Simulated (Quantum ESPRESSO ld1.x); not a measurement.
Q: N3+, configuration [He] 2s2. Method: scalar-relativistic Kohn-Sham, PBEsol, spin-unpolarised, spherical densities, point nucleus; computed with ld1.x of Quantum ESPRESSO 7.5. Some entries of the table are withheld. Estimate them.

orbital,occ.,eigenvalue (eV),<1/r> (bohr^-1)
1s,2,-449.065,6.640
2s,2,(1),1.312
2p,0,-56.8147,(2)
3s,0,-22.3747,0.4968

A: 
(1) 2s eigenvalue (eV): -67.8548
(2) 2p <1/r> (bohr^-1): 1.233
